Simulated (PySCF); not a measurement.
AgF, SMILES [F][Ag], multiplicity 1. Atoms are numbered in the order given.

```xyz
2

Ag     0.0000     0.0000    -0.3217
F      0.0000     0.0000     1.6798
```

Geometry optimised at B3LYP-D3(BJ)/def2-TZVPD. The spin state was assumed, not searched. The def2 effective core potentials stand for the cores of Ag; spin–orbit coupling is left out.

Calculation: PySCF with HF/def2-TZVPD.

The molecule is in vacuum.

Computed frontier levels, gap, dipole moment and polarisability:
```yaml
highest_occupied_level: -11.79 eV
lowest_empty_level: -0.50 eV
orbital_gap: 11.30 eV
dipole_moment: 7.13 D
quadrupole, principal values (traceless, Buckingham form, about the centre of nuclear charge): -8.64, 4.32, 4.32 D·Å
mean_static_polarisability: 16.4 bohr³ (2.43 Å³)
polarisability_principal_values: 15.6, 15.6, 18.0 bohr³
```
